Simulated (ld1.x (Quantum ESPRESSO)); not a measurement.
How hard is this iron (Fe) ultrasoft potential?

```
Element                 : Fe (Z = 26)
Generator               : ld1.x (Quantum ESPRESSO) 7.5
Type                    : ultrasoft
Functional              : PBEsol
Relativity              : scalar-relativistic
Frozen core             : [Ne]
Valence charge          : 16
Reference configuration : 3s2 3p6 3d6 4s1.75 4p0 (charge +0.25)
Partial waves           : 3s (bound): rcut 1.55, rcutus 1.65 bohr; 4s (bound): rcut 1.55, rcutus 1.65 bohr; 3p (bound): rcut 1.30, rcutus 1.50 bohr; 4p (bound, empty): rcut 1.30, rcutus 1.50 bohr; 3d (bound): rcut 1.35, rcutus 1.70 bohr; 3d channel at 0.25 Ry: rcut 1.35, rcutus 1.70 bohr
Local potential         : all-electron potential smoothed inside 1.45 bohr (lloc = -2)
Core correction         : a·sin(br)/r model core inside 1.30 bohr
Augmentation charge     : PSQ, inside the norm-conserving radii
```

The pseudo-atom Hamiltonian at the reference potential is diagonalised in spherical Bessel functions j_l(qr) that vanish at 20 bohr, with q² up to the cutoff. All-electron valence levels (Ry): 3s -7.0377, 4s -0.5129, 3p -4.5506, 4p -0.1971, 3d -0.6985.

Question: How do the lowest levels (Ry) of each channel move with the cutoff, and are there ghosts?

Answer:

```json
{"cutoff (Ry)": "8", "s #1": "-6.8210", "s #2": "-0.3730", "s #3": "-0.0307", "p #1": "-3.4648", "p #2": "-0.1187", "d #1": "-0.0728", "d #2": "0.0316", "f #1": "0.0738", "f #2": "0.1912", "Σ f·Δε (mRy)": "10947.0"}
{"cutoff (Ry)": "12", "s #1": "-6.9856", "s #2": "-0.4067", "s #3": "-0.0349", "p #1": "-4.1313", "p #2": "-0.1409", "d #1": "-0.3551", "d #2": "0.0191", "f #1": "0.0738", "f #2": "0.1912", "Σ f·Δε (mRy)": "4866.1"}
{"cutoff (Ry)": "15", "s #1": "-7.0152", "s #2": "-0.4207", "s #3": "-0.0366", "p #1": "-4.3664", "p #2": "-0.1512", "d #1": "-0.4809", "d #2": "0.0174", "f #1": "0.0738", "f #2": "0.1912", "Σ f·Δε (mRy)": "2616.8"}
{"cutoff (Ry)": "21", "s #1": "-7.0362", "s #2": "-0.4587", "s #3": "-0.0412", "p #1": "-4.4976", "p #2": "-0.1598", "d #1": "-0.6490", "d #2": "0.0157", "f #1": "0.0738", "f #2": "0.1912", "Σ f·Δε (mRy)": "712.4"}
{"cutoff (Ry)": "25", "s #1": "-7.0370", "s #2": "-0.4762", "s #3": "-0.0433", "p #1": "-4.5326", "p #2": "-0.1645", "d #1": "-0.6752", "d #2": "0.0154", "f #1": "0.0738", "f #2": "0.1912", "Σ f·Δε (mRy)": "313.1"}
{"cutoff (Ry)": "35", "s #1": "-7.0373", "s #2": "-0.5098", "s #3": "-0.0472", "p #1": "-4.5493", "p #2": "-0.1753", "d #1": "-0.6975", "d #2": "0.0150", "f #1": "0.0738", "f #2": "0.1912", "Σ f·Δε (mRy)": "19.8"}
{"cutoff (Ry)": "45", "s #1": "-7.0376", "s #2": "-0.5123", "s #3": "-0.0475", "p #1": "-4.5499", "p #2": "-0.1892", "d #1": "-0.6980", "d #2": "0.0149", "f #1": "0.0738", "f #2": "0.1912", "Σ f·Δε (mRy)": "8.5"}
{"cutoff (Ry)": "50", "s #1": "-7.0376", "s #2": "-0.5124", "s #3": "-0.0475", "p #1": "-4.5500", "p #2": "-0.1936", "d #1": "-0.6982", "d #2": "0.0149", "f #1": "0.0738", "f #2": "0.1912", "Σ f·Δε (mRy)": "6.1"}
{"cutoff (Ry)": "60", "s #1": "-7.0376", "s #2": "-0.5127", "s #3": "-0.0476", "p #1": "-4.5504", "p #2": "-0.1966", "d #1": "-0.6984", "d #2": "0.0149", "f #1": "0.0738", "f #2": "0.1912", "Σ f·Δε (mRy)": "1.9"}
{"cutoff (Ry)": "70", "s #1": "-7.0377", "s #2": "-0.5128", "s #3": "-0.0476", "p #1": "-4.5505", "p #2": "-0.1967", "d #1": "-0.6984", "d #2": "0.0149", "f #1": "0.0738", "f #2": "0.1912", "Σ f·Δε (mRy)": "1.0"}
{"cutoff (Ry)": "90", "s #1": "-7.0377", "s #2": "-0.5129", "s #3": "-0.0476", "p #1": "-4.5505", "p #2": "-0.1971", "d #1": "-0.6985", "d #2": "0.0149", "f #1": "0.0738", "f #2": "0.1912", "Σ f·Δε (mRy)": "0.5"}
{"cutoff (Ry)": "400", "s #1": "-7.0377", "s #2": "-0.5129", "s #3": "-0.0476", "p #1": "-4.5506", "p #2": "-0.1972", "d #1": "-0.6985", "d #2": "0.0149", "f #1": "0.0738", "f #2": "0.1912", "Σ f·Δε (mRy)": "0.0"}
```

Result: no extra level below or beside the all-electron valence levels (s, p, d, f tested); 10 mRy is reached at 40 Ry and 1 mRy at 70 Ry.

Test run stopped at test 2 of 7 (negative rho).
